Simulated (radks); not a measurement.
All-electron atom: Tc6+ in [Kr] 4d1. Method: Dirac Kohn-Sham, PBEsol, spin-unpolarised, spherical densities, finite nucleus; open shells are shared between the two j in proportion to 2j + 1; Fermi nuclear charge, rms radius 4.4112 fm; computed with a radial shooting solver on a logarithmic mesh with Libxc functionals.

Normalised radial functions P(r) = r R(r) (large component), r in bohr:

| r | 4d3/2 | 5s1/2 |
|---|---|---|
| 0.002688 | 0.0000 | 0.0454 |
| 0.004074 | 0.0001 | 0.0632 |
| 0.006176 | 0.0002 | 0.0849 |
| 0.009362 | 0.0006 | 0.1076 |
| 0.01431 | 0.0020 | 0.1236 |
| 0.02169 | 0.0060 | 0.1167 |
| 0.03287 | 0.0173 | 0.0656 |
| 0.04983 | 0.0471 | -0.0417 |
| 0.07554 | 0.1157 | -0.1684 |
| 0.1145 | 0.2444 | -0.1946 |
| 0.1736 | 0.4135 | 0.0016 |
| 0.2631 | 0.4929 | 0.2807 |
| 0.3989 | 0.2683 | 0.1961 |
| 0.6046 | -0.3051 | -0.3082 |
| 0.9239 | -0.8704 | -0.4094 |
| 1.401 | -0.8865 | 0.3384 |
| 2.123 | -0.4286 | 0.8218 |
| 3.218 | -0.0813 | 0.4082 |
| 4.879 | -0.0038 | 0.0488 |
| 7.396 | 0.0000 | 0.0009 |

4d3/2: eigenvalue -80.504 eV, 1 radial node at r = 0.495 bohr, <r> = 1.31 bohr, 90 % of the charge inside 1.96 bohr. 5s1/2 (empty): eigenvalue -60.544 eV, 4 radial nodes at r = 0.0433, 0.173, 0.476, 1.20 bohr, <r> = 2.18 bohr, 90 % of the charge inside 3.07 bohr.
